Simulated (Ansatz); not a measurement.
Q: Name a neutral molecule of B, C, F, Te and H with HOMO–LUMO gap (PBE/def2-TZVPP) between 3.10 and 3.40 eV and LUMO energy (ωB97M-V/def2-TZVPP) between -0.55 and -0.25 eV (Ansatz, PBE0-D4/def2-TZVP geometry).

A: `FC1(F)B[Te]1` (3.15 eV, -0.45 eV). Other molecules can fit too; these were computed, each in one conformer that needn't be the lowest.
